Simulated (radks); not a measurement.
The numbers below are computed, except where a source is named.
The europium ion Eu+, 62 electrons, occupied as [Kr] 4d10 4f7 5s2 5p5 6s1 6p1 (not the ground configuration). Level of theory: scalar-relativistic Kohn-Sham, PBEsol, spin-polarised, spherical densities, finite nucleus; open shells are filled with parallel spins first (spin-orbit coupling, left out, can overturn this in heavy ions); Fermi nuclear charge, rms radius 5.1115 fm (a radial shooting solver on a logarithmic mesh with Libxc functionals).

Local quantities along the radius. ELF = 1/(1 + alpha^2) is the electron localisation function; alpha = (tau - tau_W)/tau_unif compares the Pauli kinetic energy density with that of the uniform gas (summed over spins); -r V(r) is the screened charge that the Kohn-Sham potential of spin up presents (atomic units); s = |grad rho|/(2 (3 pi^2)^(1/3) rho^(4/3)) is the reduced gradient. tau is taken from the large components.

| r (bohr) | ELF | alpha | -r V(r) | s |
|---|---|---|---|---|
| 0.0007987 | 0.999 | 0.02379 | 62.75 | 0.9439 |
| 0.0009298 | 0.999 | 0.02382 | 62.70 | 0.8684 |
| 0.001091 | 0.999 | 0.02403 | 62.64 | 0.8004 |
| 0.00127 | 0.999 | 0.02440 | 62.58 | 0.7454 |
| 0.001479 | 0.999 | 0.02498 | 62.50 | 0.6987 |
| 0.001735 | 0.999 | 0.02585 | 62.41 | 0.6577 |
| 0.00202 | 0.999 | 0.02698 | 62.30 | 0.6256 |
| 0.002352 | 0.999 | 0.02848 | 62.18 | 0.5996 |
| 0.00276 | 0.999 | 0.03056 | 62.04 | 0.5783 |
| 0.003213 | 0.999 | 0.03316 | 61.87 | 0.5633 |
| 0.00374 | 0.999 | 0.03656 | 61.68 | 0.5532 |
| 0.004389 | 0.998 | 0.04132 | 61.45 | 0.5476 |
| 0.00511 | 0.998 | 0.04739 | 61.20 | 0.5472 |
| 0.005949 | 0.997 | 0.05563 | 60.90 | 0.5515 |
| 0.006981 | 0.995 | 0.06774 | 60.54 | 0.5613 |
| 0.008127 | 0.993 | 0.08420 | 60.15 | 0.5758 |
| 0.009461 | 0.988 | 0.1082 | 59.70 | 0.5957 |
| 0.0111 | 0.979 | 0.1464 | 59.16 | 0.6222 |
| 0.01293 | 0.960 | 0.2029 | 58.57 | 0.6520 |
| 0.01505 | 0.922 | 0.2918 | 57.91 | 0.6838 |
| 0.01766 | 0.837 | 0.4414 | 57.12 | 0.7129 |
| 0.02056 | 0.696 | 0.6606 | 56.28 | 0.7243 |
| 0.02393 | 0.520 | 0.9600 | 55.33 | 0.7010 |
| 0.02808 | 0.376 | 1.287 | 54.21 | 0.6193 |
| 0.03269 | 0.326 | 1.439 | 53.02 | 0.4939 |
| 0.03806 | 0.364 | 1.320 | 51.73 | 0.3679 |
| 0.04466 | 0.488 | 1.024 | 50.23 | 0.2909 |
| 0.052 | 0.628 | 0.7693 | 48.66 | 0.2848 |
| 0.06053 | 0.722 | 0.6210 | 46.95 | 0.3259 |
| 0.07104 | 0.743 | 0.5887 | 44.99 | 0.3956 |
| 0.0827 | 0.678 | 0.6886 | 42.98 | 0.4635 |
| 0.09627 | 0.527 | 0.9467 | 40.83 | 0.4970 |
| 0.113 | 0.370 | 1.306 | 38.43 | 0.4399 |
| 0.1315 | 0.346 | 1.373 | 36.06 | 0.3081 |
| 0.1531 | 0.469 | 1.065 | 33.62 | 0.2203 |
| 0.1797 | 0.650 | 0.7333 | 30.98 | 0.2445 |
| 0.2092 | 0.741 | 0.5916 | 28.44 | 0.3443 |
| 0.2435 | 0.715 | 0.6320 | 25.89 | 0.4820 |
| 0.2858 | 0.505 | 0.9902 | 23.23 | 0.6101 |
| 0.3327 | 0.258 | 1.696 | 20.72 | 0.5501 |
| 0.3873 | 0.257 | 1.699 | 18.32 | 0.2742 |
| 0.4545 | 0.517 | 0.9658 | 15.88 | 0.1655 |
| 0.5291 | 0.705 | 0.6465 | 13.63 | 0.2543 |
| 0.616 | 0.725 | 0.6152 | 11.54 | 0.3931 |
| 0.7228 | 0.623 | 0.7779 | 9.601 | 0.5400 |
| 0.8415 | 0.453 | 1.100 | 8.027 | 0.6318 |
| 0.9796 | 0.343 | 1.383 | 6.713 | 0.6162 |
| 1.15 | 0.385 | 1.264 | 5.594 | 0.5462 |
| 1.338 | 0.515 | 0.9709 | 4.726 | 0.5704 |
| 1.558 | 0.587 | 0.8387 | 4.009 | 0.7107 |
| 1.828 | 0.512 | 0.9759 | 3.385 | 0.9537 |
| 2.129 | 0.302 | 1.519 | 2.895 | 1.217 |
| 2.478 | 0.145 | 2.427 | 2.500 | 1.313 |
| 2.908 | 0.169 | 2.218 | 2.246 | 1.034 |
| 3.385 | 0.423 | 1.168 | 2.144 | 0.8413 |
| 3.941 | 0.681 | 0.6852 | 2.032 | 1.002 |
| 4.625 | 0.716 | 0.6303 | 1.870 | 1.465 |
| 5.384 | 0.588 | 0.8366 | 1.663 | 2.192 |
| 6.268 | 0.346 | 1.375 | 1.501 | 3.348 |
| 7.355 | 0.118 | 2.728 | 1.424 | 5.512 |
| 8.563 | 0.026 | 6.100 | 1.361 | 9.669 |
| 9.968 | 0.004 | 16.46 | 1.251 | 18.84 |
| 11.7 | 0.000 | 59.90 | 1.137 | 43.03 |

On this mesh the ELF has minima near r = 0.033, 0.13, 0.39, 0.98, 2.5 bohr, which separate the shells, and maxima near 0.071 (0.74), 0.21 (0.74), 0.62 (0.73), 1.6 (0.59), 4.6 (0.72).
